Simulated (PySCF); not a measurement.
Run record: geometry optimisation, `[F][Fe]([F])[F]` [sextet].

Method: PBE0-D3(BJ)/def2-SVP geometry optimisation, gas phase (PySCF 2.14.0). Start geometry: GFN2-xTB. The input is one job of a driver script: a line of settings, then coordinates in Å.

Input:
```
{"job": {"xc": "PBE0", "basis": "def2-SVP", "d3": "d3bj", "grid": 1, "maxiter": 40, "kind": "geom"}, "charge": 0, "multiplicity": 6}
Fe    -0.007620     0.001160     0.584090
F      1.661710    -0.025620    -0.172050
F     -0.804670     1.449690    -0.207650
F     -0.849410    -1.425230    -0.204390
```

Output:
```
step   0  E = -1562.37232747  max force = 0.082014
step   1  E = -1562.39449423  max force = 0.030875
step   2  E = -1562.40416392  max force = 0.006540
step   3  E = -1562.40625360  max force = 0.006225
step   4  E = -1562.40339319  max force = 0.009356
step   5  E = -1562.40586339  max force = 0.004063
step   6  E = -1562.40632767  max force = 0.001982
step   7  E = -1562.40644391  max force = 0.000313
step   8  E = -1562.40644813  max force = 0.000112
optimisation converged
```

Energies in Eh; «max force» is the largest Cartesian gradient component in Eh/bohr.

Task: How much energy does the optimisation release, in kcal/mol?

Result: E(step 0) − E(last step) = 0.034121 Eh, which is 21.4 kcal/mol.

Summary of the converged run: final energy -1562.40645 Eh after 8 steps; dipole 0.02 D.

Task: Give the final coordinates.

Result: 0.346 Å rms from the input after alignment:
```
atom  x, y, z in Å
Fe1   -0.0023   -0.0006   -0.0009
F2     1.7447   -0.0194    0.0157
F3    -0.8527    1.5263   -0.0083
F4    -0.8896   -1.5063   -0.0065
```

Task: Estimate the wall time. Hardware: Arm Neoverse V2, one thread, no GPU, shared host.

Result: About 26 s.
Labels such as C1 count atoms from 1, the log's own numbers from 0.

For an open-shell metal species like this, the optimisation's SCF solution wasn't tested for stability and no frequencies at its level were run, so a lower state or another shape may exist.
